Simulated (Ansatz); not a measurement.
C₆H₁₇GeN⁺, that is GeMe3(NHiPr) with one electron fewer. Charge 1, multiplicity 2. Geometry PBE-D4/def2-SVP, that of the neutral singlet; atoms count from 1.

```xyz
25

Ge   -0.881   -0.056   -0.714
C    -1.234   -0.169   -2.647
H    -0.987   -1.182   -3.024
H    -0.629    0.573   -3.206
H    -2.303    0.032   -2.856
C    -2.031   -1.331    0.251
H    -1.971   -1.188    1.348
H    -1.722   -2.368    0.014
H    -3.087   -1.195   -0.060
C    -1.267    1.778   -0.075
H    -0.619    2.513   -0.592
H    -1.092    1.864    1.016
H    -2.326    2.039   -0.276
N     0.907   -0.575   -0.569
C     1.769   -0.423    0.603
C     1.060   -0.906    1.871
C     2.323    1.003    0.789
H     1.419   -0.353   -1.430
H     2.648   -1.097    0.450
H     0.206   -0.244    2.132
H     1.753   -0.902    2.736
H     0.669   -1.935    1.739
H     1.503    1.721    1.001
H     3.050    1.054    1.628
H     2.844    1.347   -0.129
```

(1) Estimate the Mulliken populations from the PBE0/def2-TZVP orbitals of Ansatz.

(2) Where does the spin sit?

(3) And the Mayer bond orders between heavy atoms (over 0.3)?

Results:

(1) 
```
atom  charge (e)  spin (α − β)
 Ge1        0.21         -0.05
  C2       -0.44          0.00
  H3        0.17          0.00
  H4        0.16          0.00
  H5        0.18          0.00
  C6       -0.42          0.04
  H7        0.17          0.00
  H8        0.17          0.00
  H9        0.18          0.00
 C10       -0.44          0.12
 H11        0.18          0.00
 H12        0.17          0.00
 H13        0.20          0.01
 N14       -0.11          0.80
 C15       -0.04         -0.03
 C16       -0.41          0.00
 C17       -0.38          0.08
 H18        0.28         -0.02
 H19        0.17          0.04
 H20        0.14          0.00
 H21        0.18          0.00
 H22        0.17          0.00
 H23        0.15          0.00
 H24        0.19          0.01
 H25        0.16          0.00
```
Mulliken values depend strongly on the basis.

(2) Summed by element: Ge -0.05, C 0.22, H 0.03, N 0.80, of 1 unpaired in all. Largest on single atoms: N14 0.80, C10 0.12, C17 0.08.

(3) Ge1–C2 1.05 (1.97 Å); Ge1–C6 0.99 (1.97 Å); Ge1–C10 0.93 (1.98 Å); Ge1–N14 0.79 (1.87 Å); N14–C15 0.98 (1.46 Å); C15–C16 1.02 (1.53 Å); C15–C17 0.95 (1.54 Å).
